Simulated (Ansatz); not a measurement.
Question: Predict a relaxed structure of [AlBr6]3- (AlBr₆³⁻), charge -3, singlet, at r2SCAN-D4/def2-SVPD (Ansatz).

Answer: 
```csv
atom,x (Å),y (Å),z (Å)
Al1,0.000,0.000,0.000
Br2,-0.497,-2.332,-1.050
Br3,0.497,2.332,1.050
Br4,1.462,-1.136,1.832
Br5,-1.462,1.136,-1.832
Br6,-2.097,-0.240,1.525
Br7,2.097,0.240,-1.525
```
Point group Oh (tolerance 0.1 Å). This is one stationary point.

A multiply charged anion in the gas phase is held together partly by the finite basis. The highest occupied level of the charge -3 singlet lies above zero (up to 4.55 eV). The electron is either unbound and held by the finite basis, or the level is raised by self-interaction error.
